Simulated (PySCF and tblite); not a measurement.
Computed ¹H and ¹³C shifts (ppm) of 4 molecules with 4 carbons each, averaged over conformers at 298.15 K: GIAO PBE0/pcSseg-1 on GFN2-xTB geometries, unscaled, against TMS (¹H), TMS (¹³C) at the same level; H on other atoms than carbon is left out (PySCF, tblite).

P. ¹H: 9.61 (1H), 6.83 (1H), 6.81 (1H) ¹³C: 190.1 (1C), 150.0 (1C), 140.4 (1C), 138.7 (1C)
Q. ¹H: 2.99 (2H), 2.30 (1H) ¹³C: 119.0 (1C), 85.9 (1C), 80.5 (1C), 38.8 (1C)
R. ¹H: 6.09 (1H), 2.08 (3H) ¹³C: 143.5 (1C), 135.1 (1C), 117.8 (1C), 14.2 (1C)
S. ¹H: 7.55 (1H), 2.74 (2H) ¹³C: 187.6 (1C), 160.7 (1C), 146.3 (1C), 39.4 (1C)

The molecules:
1. C₄H₃F₃OS, SMILES C=C(C=O)SC(F)(F)F
2. C₄H₃FO, SMILES O=C1CC=C1F
3. C₄H₄F₂Se, SMILES C#CC(F)(F)C[SeH]
4. C4H4FN, SMILES C/C=C(\F)C#N

Question: Which spectrum belongs to which molecule?

Answer: P is 1; Q is 3; R is 4; S is 2.

Assigned:
1. [CH2:1]=[C:2]([CH:3]=[O:4])[S:5][C:6]([F:7])([F:8])[F:9]: ¹³C: 190.1 (C3), 150.0 (C2), 140.4 (C6), 138.7 (C1) ppm.
2. [O:1]=[C:2]1[CH2:3][CH:4]=[C:5]1[F:6]: ¹³C: 187.6 (C2), 160.7 (C5), 146.3 (C4), 39.4 (C3) ppm.
3. [CH:1]#[C:2][C:3]([F:4])([F:5])[CH2:6][SeH:7]: ¹³C: 119.0 (C3), 85.9 (C1), 80.5 (C2), 38.8 (C6) ppm.
4. [CH3:1]/[CH:2]=[C:3](\[F:4])[C:5]#[N:6]: ¹³C: 143.5 (C3), 135.1 (C2), 117.8 (C5), 14.2 (C1) ppm.

Unscaled shifts at such levels can be off by 15 ppm or more for ¹³C and 0.8 ppm for ¹H.

For scale, the study of C=C(C=O)SC(F)(F)F took 61 s on 1 thread of Intel Xeon Platinum 8375C @ 2.90GHz (shared host) (rough), launched as `OMP_NUM_THREADS=1 python ens_run.py task.json out`.
